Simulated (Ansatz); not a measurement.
Input for Ansatz (a quantum-chemistry and plane-wave program): R-r2SCAN/cc-pVTZ on CH6BN (SMILES CBN), a point of a bond scan (R = 1.006 Å).

Ansatz 0.2 input:
```yaml
crystal:
  periodic: [false, false, false]
  atoms:
    - {symbol: B, position_ang: [-0.40473597, -0.13480654, 0.32621441]}
    - {symbol: H, position_ang: [-1.24160538, -0.47995243, 1.11052684]}
    - {symbol: C, position_ang: [1.10762713, -0.49998646, 0.54395436]}
    - {symbol: H, position_ang: [1.23440243, -1.58565610, 0.60751525]}
    - {symbol: H, position_ang: [1.46275122, -0.10660429, 1.50203988]}
    - {symbol: H, position_ang: [1.77496577, -0.12948036, -0.23901313]}
    - {symbol: N, position_ang: [-0.83495421, 0.59935740, -0.77786552]}
    - {symbol: H, position_ang: [-1.79757510, 0.84444054, -0.93736627]}
    - {symbol: H, position_ang: [-0.21034237, 0.93570230, -1.49344212]}
basis:
  gaussian:
    orbitals: cc-pVTZ
    pivot_positions_ang: [[-0.40473597, -0.13480654, 0.32621441], [-1.24160538, -0.47995243, 1.11052684], [1.10762713, -0.49998646, 0.54395436], [1.23440243, -1.58565610, 0.60751525], [1.46275122, -0.10660429, 1.50203988], [1.77496577, -0.12948036, -0.23901313], [-0.83495421, 0.59935740, -0.77786552], [-1.79757510, 0.84444054, -0.93736627], [-0.21034237, 0.93570230, -1.49344212]]
hamiltonian:
  xc: {name: r2SCAN}
scf: {lower_state_search: off}
output: {orbitals: {seedname: ./end}}
```

Output:

```
WARN ansatz: RAYON_NUM_THREADS=1 ignored (pool sized by the plan → 1); use --threads N
Functional definition: r2SCAN
these checks for a lower state are left out or cut short: stability, starts, cluster_reference, orbital_swaps, neighbouring_geometries, increment
integrals: 0.06 GiB planned
911 factors; their error is unknown
mean field: 0.61 GiB planned
mean field evaluation 1: about -3290.1860 eV, gradient 7.5e1 eV
mean field evaluation 2: about -3277.6252 eV, gradient 1.0e2 eV
mean field evaluation 4: about -3301.6021 eV, gradient 7.1e0 eV
mean field evaluation 8: about -3301.7262 eV, gradient 3.9e-2 eV
mean field evaluation 16: about -3301.7070 eV, gradient 2.3e-5 eV
mean field -3301.70696736 eV, -121.3354930730 hartree, gradient 3.7e-6 eV, S^2 0.000000; 0 other end points of the search recorded, 0 dependent functions left out
reference -3301.70697843 eV, -121.3354934798 hartree; 12, 12 occupied and 162, 162 virtual orbitals, 911 factors
Total energy: -3301.70697843 eV, -121.3354934798 hartree
Checks for a lower state left out: stability, starts, cluster_reference, orbital_swaps, neighbouring_geometries, increment
```

Self-consistency was reached.

Cost: around 1.7 core-seconds (rough).
